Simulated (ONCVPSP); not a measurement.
hydrogen ONCV: all-electron and pseudo phase curves

- Element: H (Z = 1)
- Generator: ONCVPSP 4.0.1
- Type: optimised norm-conserving Vanderbilt (ONCV)
- Functional: PBE
- Relativity: scalar-relativistic
- Frozen core: none
- Valence charge: 1
- Reference configuration: 1s1
- Partial waves: 1s: rc 1.50 bohr, ncon 5, nbas 8, qcut 6.2 1/bohr, 2 projectors, debl 3.4 Ha; p scattering state at 0.1 Ha: rc 1.35 bohr, ncon 3, nbas 7, qcut 6.7 1/bohr, local
- Local potential: the p channel
- Core correction: none

The phase is arctan(r·R′/R) of the radial function R(r), unwrapped; energies in Ha, scanned from -2 to 5 Ha. A pole is an energy at which the radial function vanishes at the test radius. The pseudo phase is shifted by a multiple of π to meet the all-electron one at the reference energy, and phase errors are pseudo minus all-electron; the curves can meet again beyond the range given. Levels narrower than the energy grid can be missing from the lists of poles.

```tsv
channel	radius (bohr)	reference energy (Ha)	poles, all-electron	poles, pseudo	unbroken range about the reference energy with phases within 0.05 rad	phase error 1 Ha above the reference energy (rad)
s	1.52	-0.24	0.67	0.67	the whole range	+0.000
p	1.37	0.10	4.30	4.34	the whole range	+0.001
```

Phases in the s channel:

```tsv
E (Ha)	all-electron	pseudo
-1.98	1.005	1.005
-1.80	0.950	0.950
-1.62	0.880	0.880
-1.44	0.787	0.787
-1.26	0.660	0.660
-1.08	0.482	0.482
-0.90	0.231	0.231
-0.72	-0.101	-0.101
-0.54	-0.468	-0.468
-0.36	-0.791	-0.791
-0.18	-1.034	-1.034
0.00	-1.210	-1.210
0.18	-1.339	-1.339
0.36	-1.438	-1.438
0.54	-1.519	-1.519
0.72	-1.589	-1.589
0.90	-1.653	-1.653
1.08	-1.715	-1.714
1.26	-1.778	-1.778
1.44	-1.847	-1.847
1.62	-1.926	-1.926
1.80	-2.023	-2.023
1.98	-2.148	-2.148
2.16	-2.318	-2.317
2.34	-2.553	-2.553
2.52	-2.870	-2.870
2.70	-3.240	-3.239
2.88	-3.581	-3.581
3.06	-3.844	-3.844
3.24	-4.030	-4.030
3.42	-4.162	-4.162
3.60	-4.259	-4.258
3.78	-4.332	-4.332
3.96	-4.389	-4.389
4.14	-4.435	-4.435
4.32	-4.473	-4.473
4.50	-4.506	-4.505
4.68	-4.533	-4.533
4.86	-4.558	-4.557
```
